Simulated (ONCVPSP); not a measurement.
## Pseudopotential generation for Ru (Z = 44): ONCV, PBEsol, scalar-relativistic.

Ru (Z = 44), optimised norm-conserving Vanderbilt (ONCV), made with ONCVPSP 4.0.1 (PBEsol, scalar-relativistic). Core [Ar] 3d10, reference 4s2 4p6 4d7 5s0.5 (charge +0.5). Waves: 4s+5s: rc 1.45 bohr, ncon 4, nbas 7, qcut 7.9 1/bohr, 2 projectors; 4p: rc 1.60 bohr, ncon 3, nbas 6, qcut 7.2 1/bohr, 2 projectors, debl 2.3 Ha; 4d: rc 2.05 bohr, ncon 3, nbas 8, qcut 6.9 1/bohr, 2 projectors, debl 3 Ha. Local part: polynomial inside 1.10 bohr (lpopt 5, dvloc0 -1 Ha). Core correction: Teter function, fcfact 2.25, rcfact 1.55.

All-electron outer shells of the reference configuration (PBEsol, scalar-relativistic, ld1.x):

```tsv
shell	level (eV)	outermost node (bohr)	outermost maximum (bohr)
3d	-276.61	–	0.30
4s	-79.85	0.48	0.92
4p	-49.93	0.49	0.98
4d	-8.73	0.48	1.21
5s	-7.27	1.23	2.66
```

(1) Estimate the cutoffs (Ha) at which the residual kinetic energy of the hardest occupied pseudo-wave falls to 1 and 0.1 mHa per electron.

(2) Does the potential have ghost states?

(3) Tests: 4s2 4p6 4d7 5s1; 4s2 4p6 4d7 5s0; 4s2 4p6 4d6 5s0; 4s2 4p6 4d7.5 5s0.5. Which has the largest error in its energy relative to the reference configuration, and how large is it?

Results:

(1) 25 Ha and 29 Ha.

(2) No bound ghost flagged; GHOST(+) flagged for s at 205.0 eV.

(3) 4s2 4p6 4d6 5s0, with +1.2 meV (all-electron minus pseudo) on +22.61 eV.
